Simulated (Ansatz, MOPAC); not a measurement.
The molecule CN-, closed-shell singlet (lowest of 2S+1 = 1, 3, 5 at CCSD(T)/def2-TZVPP on PBE0 minima; our sources give no spin for the ground state, which may be another).

Constants: fifth-degree fit in 1/R to seven points, most abundant isotopes. In def2 and cc sets the state is the lowest found near the PBE0 minimum, followed along R. The singlet is held restricted.

Frozen-core correlation. CBS(a, b) extrapolates the correlation energy as X⁻³ and adds the Hartree–Fock energy of set b. The state that PM3 reach isn't checked.

The values were computed with Ansatz (a quantum-chemistry and plane-wave program) with Gaussian orbitals; MOPAC for PM3 (differences of heats of formation). Values without a source in brackets are computed.

Question: What bond length and harmonic frequency does PM3 give?

Answer: r_e = 1.172 Å, ω_e = 2316 cm⁻¹.

Question: What bond length and harmonic frequency does CCSD/def2-TZVPP give?

Answer: r_e = 1.175 Å, ω_e = 2132 cm⁻¹.

Question: What bond length and harmonic frequency does CCSD(T)/CBS(aug-cc-pVQZ, aug-cc-pV5Z) give?

Answer: r_e = 1.180 Å, ω_e = 2068 cm⁻¹.
